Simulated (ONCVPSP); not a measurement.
## Pt: excitation energies, all-electron against ONCV

- Element: platinum
- Generator: ONCVPSP 4.0.1
- Type: optimised norm-conserving Vanderbilt (ONCV)
- Functional: revPBE
- Relativity: scalar-relativistic
- Frozen core: [Kr] 4d10 4f14 5s2
- Valence charge: 16
- Reference configuration: 5p6 5d9 6p1
- Partial waves: s scattering state at 0.07 Ha: rc 2.20 bohr, ncon 5, nbas 9, qcut 2.6 1/bohr, 2 projectors, debl 2.3 Ha; 5p+6p: rc 2.05 bohr, ncon 5, nbas 9, qcut 8 1/bohr, 2 projectors; 5d: rc 2.20 bohr, ncon 3, nbas 8, qcut 8.3 1/bohr, 2 projectors, debl 3.3 Ha; f scattering state at 0.2 Ha: rc 2.05 bohr, ncon 3, nbas 8, qcut 4.9 1/bohr, 2 projectors, debl 3.3 Ha
- Local potential: polynomial inside 1.40 bohr (lpopt 3, dvloc0 1 Ha)
- Core correction: polynomial model core, fcfact 0.75

In the s channel the program set the typed energies aside and used 0.050, 2.350 Ha.

Energies are relative to the spin-unpolarised reference configuration 5p6 5d9 6p1; without spin polarisation the order of configurations can differ from experiment.

```tsv
valence configuration	charge	ΔE all-electron (eV)	error AE − PS (meV)
5p6 5d9 6s1 6p0	0	-5.024	+14
5p6 5d9 6p0	+1	4.048	-2.0
5p6 5d8 6p0	+2	23.928	-6.1
```

(1) What are ΔE and the potential's error for 5p6 5d8 6s2 6p0?

Levels in the configuration 5p6 5d9 6s1 6p0:

```csv
level,all-electron (eV),pseudo (eV)
5p,-55.938,-56.017
5d,-6.074,-6.085
6s,-5.557,-5.561
```

Note: no bound ghost flagged but for a GHOST(-) flag that falls on a real empty level of the atom; GHOST(+) flagged for s at 8.4 eV.

## Answers

(1) ΔE = -3.986 eV all-electron; the error (AE − PS) is -17 meV.
